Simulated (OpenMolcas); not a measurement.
**How methods differ on CH2FNOSi (SMILES O=C=N[SiH2]F)**

CH2FNOSi has 7 atoms, charge 0, and is taken as a singlet. As SMILES, `O=C=N[SiH2]F`. Geometry: relaxed at PBE0-D4/def2-TZVP. This is one conformer, not always the lowest.

```xyz
7

O    -0.5738   -2.9080   -0.5520
C    -0.3069   -1.8169   -0.2561
N    -0.0190   -0.7062    0.0761
Si    0.2121    0.9683    0.1889
F    -0.4202    1.6710   -1.0910
H    -0.4903    1.4703    1.3848
H     1.6593    1.2536    0.2037
```

Quantity: the energy change with the O1–C2 bond stretched from 1.162 to 1.742 Å, in eV. The values are calculated.

```json
{"level": "SVWN5/cc-pVDZ (restricted)", "kind": "LDA", "program": "OpenMolcas", "value (eV)": "5.14", "less CCSD(T)/cc-pVDZ": "+0.48", "CPU time (all runs)": "52 s"}
{"level": "PBE/cc-pVDZ (restricted)", "kind": "GGA", "program": "OpenMolcas", "value (eV)": "4.72", "less CCSD(T)/cc-pVDZ": "+0.06", "CPU time (all runs)": "73 s"}
{"level": "revPBE/cc-pVDZ (restricted)", "kind": "GGA", "program": "OpenMolcas", "value (eV)": "4.60", "less CCSD(T)/cc-pVDZ": "-0.06", "CPU time (all runs)": "72 s"}
{"level": "M06-L/cc-pVDZ (restricted)", "kind": "meta-GGA", "program": "OpenMolcas", "value (eV)": "5.08", "less CCSD(T)/cc-pVDZ": "+0.42", "CPU time (all runs)": "92 s"}
{"level": "BHLYP/cc-pVDZ (restricted)", "kind": "global hybrid", "program": "OpenMolcas", "value (eV)": "5.26", "less CCSD(T)/cc-pVDZ": "+0.60", "CPU time (all runs)": "71 s"}
{"level": "PBE0/cc-pVDZ (restricted)", "kind": "global hybrid", "program": "OpenMolcas", "value (eV)": "5.21", "less CCSD(T)/cc-pVDZ": "+0.55", "CPU time (all runs)": "69 s"}
{"level": "MP2/cc-pVDZ (restricted)", "kind": "perturbation theory", "program": "OpenMolcas", "value (eV)": "5.53", "less CCSD(T)/cc-pVDZ": "+0.87", "CPU time (all runs)": "15 s"}
{"level": "CCSD(T)/cc-pVDZ (restricted)", "kind": "coupled cluster or CI", "program": "OpenMolcas", "value (eV)": "4.66", "less CCSD(T)/cc-pVDZ": "0.00", "CPU time (all runs)": "2.8 min"}
```

CCSD(T)/cc-pVDZ (restricted) is the highest level here, not the true value. The first shape isn't each level's own minimum. The values span 4.60 to 5.53 eV. Times are those of the runs behind each value, whatever else they computed, on shared processors of several kinds: orders of magnitude only.
